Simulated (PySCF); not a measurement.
Computed shifts of a molecule C₃H₁₀OSi₂, PBE/pcSseg-1 run with PySCF, GIAO, gas phase, atoms alike by connectivity averaged where their shifts nearly agree, in ppm (number of nuclei): ¹³C: 145.1 (1), 141.7 (1), 63.5 (1). ²⁹Si: -24.7 (1), -38.6 (1). ¹H: 7.01 (1), 6.66 (1), 6.57 (1), 5.23 (3), 4.86 (1), 4.46 (1), 4.02 (2). References: ¹³C against TMS (σ = 182.0 ppm); ²⁹Si against TMS (σ = 335.4 ppm); ¹⁷O against H2O (σ = 334.3 ppm); ¹H against TMS (σ = 31.49 ppm), references at their B3LYP-D3(BJ)/def2-TZVP geometries, non-relativistic. The structure is a stationary point at ωB97X-D3(BJ)/def2-SVP. One conformer was computed; it need not be the lowest.

Q: Identify the compound among the candidates.
(A) [SiH3]/C=C/CO[SiH3]
(B) C[Si@@H]1CO[Si@@H]1C
(C) C=C[SiH2]CO[SiH3]
(D) C=C([SiH3])C[SiH2]O

A: C, C=C[SiH2]CO[SiH3]
